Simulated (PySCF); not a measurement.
The numbers are results of PySCF with B3LYP-D3(BJ)/def2-TZVP // BP86-D3(BJ)/def2-SVP, not measurements. Isolated molecules, 0 K electronic values unless said otherwise. One relaxed conformer stands for a flexible species; it need not be the lowest. B3LYP has the VWN-RPA correlation part, as in Gaussian. 

Reference species: [W(F)3(NH2)3] (neutral, multiplicity 1).

- HOMO–LUMO gap: 5.27 eV
- mean distance from the central atom to its bonded neighbours: 1.943 Å
- charge on the central atom (Mulliken): 1.58 e
- HOMO: -8.16 eV

After one change: the HOMO–LUMO gap rises by 2.02 eV; the mean distance from the central atom to its bonded neighbours falls by 0.081 Å; the charge on the central atom (Mulliken) goes up by 0.27 e; the HOMO drops by 4.32 eV.

Q: What was changed between the two runs? The new species is one of these.
(A) [W(F)5(NH2)]
(B) [W(F)4(NH2)2]
(C) [W(F)(NH2)5]
(D) [W(F)6]

A: D, [W(F)6]
